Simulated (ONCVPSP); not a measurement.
What one change does to a pseudopotential (Bi, ONCV)

ONCVPSP 4.0.1 input, shortened (lines: element, Z, core and valence counts, functional; n l f; lmax; l rc ep ncon nbas qcut; lloc lpopt rc5 dvloc0; l nproj debl; icmod fcfact rcfact), revPBE, scalar-relativistic:

```
  Bi 83.00   10    5  -102130      upf
    1    0    2.00
    2    0    2.00
    2    1    6.00
    3    0    2.00
    3    1    6.00
    3    2   10.00
    4    0    2.00
    4    1    6.00
    4    2   10.00
    4    3   14.00
    5    0    2.00
    5    1    6.00
    5    2   10.00
    6    0    2.00
    6    1    3.00
    2
    0    1.60    0.00    4    9    6.00
    1    1.85    0.00    3    7    7.00
    2    1.70    0.00    4    8   10.40
    4    2    1.05    0.00
    0    2    0.50
    1    2    3.70
    2    2    1.10
    0    0.00    0.00
```

Change: s: qcut 7.1.

Cutoffs: the cutoffs (Ha) at which the residual kinetic energy of the hardest occupied pseudo-wave falls to 1 and 0.1 mHa per electron; they do not see the model core or the augmentation charge, which bear on the density cutoff. Errors are all-electron minus pseudo energies relative to the spin-unpolarised reference configuration.

Problem. Predict the effect on cutoff, ghosts and configuration errors.

Solution. The potential gets softer (29 Ha and 77 Ha → 29 Ha and 35 Ha); the errors of the 4 common tests hardly move; neither file shows a bound ghost.

| quantity | base | changed |
| --- | --- | --- |
| cutoff, loose | 29 Ha | 29 Ha |
| cutoff, tight | 77 Ha | 35 Ha |
| loose cutoff by channel | s 16 Ha, p 18 Ha, d 29 Ha | s 20 Ha, p 18 Ha, d 29 Ha |
| bound ghosts | none | none |
| GHOST(+) flags under 300 eV | none | none |
| error for 5s2 5p6 5d10 6s2 6p2, meV [ΔE 7.84 eV] | -3.4 | -3.4 |
| error for 5s2 5p6 5d10 6s2 6p1, meV [ΔE 22.99 eV] | -11 | -11 |
| error for 5s2 5p6 5d10 6s2 6p0, meV [ΔE 46.20 eV] | -23 | -23 |
| error for 5s2 5p5 5d10 6s2 6p3, meV [ΔE 103.17 eV] | -171 | -174 |
| s: phases at 1.62 bohr within 0.05 rad from the reference energy up to (Ha; the scan ends near 5) | to the end of the scan | to the end of the scan |
| p: phases at 1.88 bohr within 0.05 rad from the reference energy up to (Ha; the scan ends near 5) | to the end of the scan | to the end of the scan |
| d: phases at 1.72 bohr within 0.05 rad from the reference energy up to (Ha; the scan ends near 5) | to the end of the scan | to the end of the scan |
